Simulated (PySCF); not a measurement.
Sb(Me)3 (C3H9Sb), SMILES [CH3][Sb]([CH3])[CH3].

Coordinates come from a PBE-D3(BJ)/def2-SVP optimisation. The isomer is the one that the SMILES or the coordinates give; other isomers of the formula were not compared. The def2 effective core potentials stand for the cores of Sb; spin–orbit coupling is left out.

All values below come from PBE-D3(BJ)/def2-SVP in PySCF.

Frequencies are harmonic and unscaled.

Modes within 1.5 cm⁻¹ of each other (mostly degenerate sets) share a row, with their intensities summed.

| mode | ν (cm⁻¹) | IR (km/mol) | moving atoms (share of kinetic energy) |
|---|---|---|---|
| 1 | 105 | 0.0 | H 99 % |
| 2–3 | 114 | 0.0 | H 89 %, C 9 % |
| 4–5 | 166 | 0.4 | C 53 %, H 43 % |
| 6 | 181 | 1.3 | C 51 %, H 32 %, Sb 16 % |
| 7 | 490 | 6.4 | C 74 %, H 17 %, Sb 9 % |
| 8–9 | 493 | 42.5 | C 71 %, H 17 %, Sb 11 % |
| 10 | 669 | 0.0 | H 88 %, C 12 % |
| 11–12 | 694 | 5.3 | H 87 %, C 13 % |
| 13–14 | 790 | 30.7 | H 79 %, C 20 % |
| 15 | 794 | 44.1 | H 78 %, C 20 % |
| 16–17 | 1157 | 0.3 | H 83 %, C 17 % |
| 18 | 1177 | 0.7 | H 84 %, C 16 % |
| 19 | 1374 | 0.0 | H 95 % |
| 20–21 | 1381 | 6.9 | H 95 % |
| 22–23 | 1387 | 18.0 | H 95 % |
| 24 | 1397 | 6.3 | H 96 % |
| 25 | 2978 | 10.2 | H 98 % |
| 26–27 | 2980 | 23.8 | H 98 % |
| 28–33 | 3096 | 28.1 | H 90 %, C 10 % |
